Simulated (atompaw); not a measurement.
molybdenum: PAW (atompaw) pseudisation with LDA (PW92), scalar-relativistic reference atom.

```
Element                 : molybdenum (Mo)
Generator               : atompaw 4.2.0.5
Type                    : PAW
Functional              : LDA (PW92)
Relativity              : scalar-relativistic
Frozen core             : [Ar] 3d10 4s2
Valence charge          : 12
Reference configuration : 4p6 4d5 5s0 5p0 (charge +1)
Partial waves           : 5s (bound, empty); 5s channel at 2.85 Ry; 4p (bound); 5p (bound, empty); 4d (bound); 4d channel at -0.3 Ry
Local potential         : bessel scheme, radius 1.65 bohr
Core correction         : smooth core density matched at 2.00 bohr
Augmentation charge     : sinc compensation charge, radius 2.50 bohr; PAW radius 2.50 bohr; waves and projectors: bloechl
```

All-electron outer shells of the reference configuration (LDA (PW92), scalar-relativistic, ld1.x):

| shell | level (eV) | outermost node (bohr) | outermost maximum (bohr) |
| --- | --- | --- | --- |
| 4s | -71.27 | 0.51 | 0.99 |
| 4p | -45.46 | 0.52 | 1.06 |
| 4d | -10.66 | 0.53 | 1.38 |
| 5s | -10.14 | 1.34 | 2.79 |
| 5p | -6.07 | 1.53 | 3.49 |

What the tests gave:

```
Cutoffs needed                                           : 25 Ry and 35 Ry (the cutoffs (Ry, on a coarse ladder) from which the occupation-weighted sum of valence levels, in a spherical-Bessel basis at the reference potential, stays within 10 and 1 mRy of its value at 400 Ry)
Ghost test                                               : ghost state, extra bound levels that the all-electron valence spectrum of the same l lacks: s at -1.33 eV; a true bound ghost makes a file unfit for plane-wave use (spherical-Bessel basis up to 400 Ry, 20 bohr box)
Lowest eigenvalue of the overlap operator                : 0.02 (d channel)
Overlap eigenvalues printed by atompaw (projector basis) : 0.0092, 0.0157, 1.15, 1.42, 7.5, 7.73
Share of each valence orbital outside the PAW sphere     : 5s 73 %, 4p 1 %, 5p 89 %, 4d 21 %
```

Generation and tests took about 3 s on one core of a shared server CPU.
